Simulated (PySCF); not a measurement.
Several species in one continuum solvent.

Computed with PySCF at CAM-B3LYP/def2-SVPD, non-relativistic, each on one gas-phase PBE0-D3(BJ)/def2-SVP geometry that isn't relaxed in the solvent. The solvent is an IEF-PCM continuum (van der Waals radii × 1.2). Specific hydrogen bonds and non-electrostatic terms are outside this model. Spin–orbit coupling is left out although an atom past zinc is present.

Problem. Order them by E(solvent) − E(gas) in chloroform (ε = 4.711), most negative first (kcal/mol).
A. `[O:1]=[CH:2][c:3]1[s:4][n:5][cH:6][c:7]1[F:8]` with O1–C2–C3–S4 -1°
B. `Cl[B](Cl)[GeH3]`
C. `[CH3:1][CH2:2][CH2:3][CH2:4][CH:5]1[CH2:6][CH2:7]1` with C1–C2–C3–C4 180°, C2–C3–C4–C5 179°, C3–C4–C5–C6 -84°
D. `[CH3:1][O:2][CH2:3][Se:4](=[O:5])(=[O:6])[CH2:7][F:8]` with C1–O2–C3–Se4 77°, O2–C3–Se4–O5 143°, C3–Se4–C7–F8 -76°

Solution. D (-10.6), A (-4.3), C (-0.9), B (-0.6).

| SMILES | charge | ΔE (kcal/mol) | polarisation term (kcal/mol) | HOMO shift (eV) | dipole gas (D) | dipole solvent (D) | atoms | lowest singlet, gas (eV) | lowest singlet, solvent (eV) |
| --- | --- | --- | --- | --- | --- | --- | --- | --- | --- |
| COC[Se](=O)(=O)CF | 0 | -10.6 | -12.0 | +0.09 | 4.29 | 5.25 | 15 | 6.27 | 6.19 |
| O=Cc1sncc1F | 0 | -4.3 | -4.9 | +0.19 | 2.43 | 3.11 | 10 | 3.77 | 3.86 |
| CCCCC1CC1 | 0 | -0.9 | -0.9 | +0.08 | 0.12 | 0.15 | 21 | 7.89 | 7.92 |
| Cl[B](Cl)[GeH3] | 0 | -0.6 | -0.6 | +0.10 | 0.46 | 0.60 | 7 | 4.78 | 4.79 |

The polarisation term is half the interaction of the solute with the induced surface charges. Singlets are vertical TDDFT energies (frozen core, non-equilibrium response), the lowest in each medium.
